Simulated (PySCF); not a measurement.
The vertical singlet excitations below were computed for one of the candidates. Method used: TDDFT CAM-B3LYP/def2-SVPD, vertical, gas phase, core orbitals frozen in the response in PySCF. Geometries: GFN2-xTB, one conformer each.

| state | ν̃ (cm⁻¹) | f | main configurations (H = HOMO, L = LUMO) |
| --- | --- | --- | --- |
| S1 | 48140 | 0.0042 | H-1→L (40%), H→L (37%), H-3→L (19%) |
| S2 | 54520 | 0.015 | H-3→L (50%), H→L (39%) |
| S3 | 55990 | 0.035 | H-1→L (54%), H→L (20%), H-3→L (19%) |
| S4 | 60440 | 0.016 | H→L+1 (49%), H→L+2 (34%) |
| S5 | 61430 | 0.234 | H-4→L (78%), H-2→L (11%) |
| S6 | 62000 | 0.0063 | H-2→L (76%), H-4→L (14%) |
| S7 | 63110 | 0.0098 | H→L+3 (41%), H-1→L+1 (28%) |
| S8 | 64730 | 0.037 | H→L+3 (41%), H-1→L+1 (18%), H→L+4 (15%) |

Triplets computed (Tamm–Dancoff): 5.53, 6.17, 6.58 eV.

Orbital energies (eV): HOMO-3 -10.65, HOMO-2 -10.17, HOMO-1 -9.41, HOMO -9.05, LUMO 0.28, LUMO+1 1.28, LUMO+2 1.59.

Question: Which structure fits? All have the formula C5H8BFO.
A. `C(=C)/C(=C\C)B(F)O`
B. `CC#CBCOCF`
C. `BOC[C@@H](F)CC#C`
D. `C1[C@@H](OCBC=1)CF`
E. `CO[C@H]1[C@H]2[C@H](BF)[C@@H]12`

Answer: E. Its S1 lies at 5.97 eV; the nearest of the others has S1 at 6.43 eV. S1 is HOMO-1→LUMO (40%), HOMO→LUMO (37%), HOMO-3→LUMO (19%). Löwdin shares by element: HOMO oxygen 40%, carbon 37% or more (atoms not listed hold the other 23%); LUMO boron 41%, fluorine 16%, carbon 11% or more, hydrogen 11% or more (atoms not listed hold the other 21%). At the same level the other candidates give, for their lowest levels:
- `CC#CBCOCF`: 4.02 eV (f 0.000); 5.50 eV (f 0.151); 6.22 eV (f 0.012); 6.36 eV (f 0.001); 7.05 eV (f 0.011); T1 3.73 eV; HOMO -8.85, LUMO -0.70 eV
- `FC[C@H]1C=CBCO1`: 4.17 eV (f 0.003); 5.45 eV (f 0.124); 5.93 eV (f 0.009); 6.19 eV (f 0.077); 7.00 eV (f 0.008); T1 3.57 eV; HOMO -8.76, LUMO -0.97 eV
- `BOC[C@@H](F)CC#C`: 6.43 eV (f 0.000); 6.68 eV (f 0.000); 6.96 eV (f 0.002); 6.98 eV (f 0.001); 7.68 eV (f 0.028); T1 5.53 eV; HOMO -9.34, LUMO 0.55 eV
- `C=C/C(=C\C)B(O)F`: 5.44 eV (f 0.429); 6.30 eV (f 0.022); 6.40 eV (f 0.084); 6.59 eV (f 0.023); 6.87 eV (f 0.015); T1 3.12 eV; HOMO -7.92, LUMO 0.01 eV

The values belong to the conformer `[CH3:1][O:2][C@H:3]1[C@H:4]2[C@H:5]([BH:6][F:7])[C@@H:8]12`: C1–O2–C3–C4 -146°, C4–C5–B6–F7 149°.
